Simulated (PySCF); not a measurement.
H5OSi2, SMILES [SiH2]O[SiH3], multiplicity 2.

Coordinates come from a PBE0-D3(BJ)/def2-TZVP optimisation. The isomer is the one that the SMILES or the coordinates give; other isomers of the formula were not compared.

Computed with ωB97X/def2-TZVPD in PySCF.

Gas-phase values at a fixed geometry.

Problem. Estimate the frontier levels, dipole moment and polarisability. (Estimate from the structure and the level; the computed values follow.)

Solution. 
```
Item                                                                                                             Value
---------------------------------------------------------------------------------------------  -----------------------
α spin, highest occupied and lowest empty level                                                      -8.21 and 1.44 eV
β spin, highest occupied and lowest empty level                                                    -11.31 and -0.80 eV
dipole moment                                                                                                   0.36 D
quadrupole, principal values (traceless, Buckingham form, about the centre of nuclear charge)   -1.06, -0.78, 1.84 D·Å
mean static polarisability                                                                        60.7 bohr³ (9.00 Å³)
polarisability, principal values                                                                56.1, 58.0, 68.1 bohr³
⟨S²⟩                                                                                           0.752 (pure state 0.75)
```
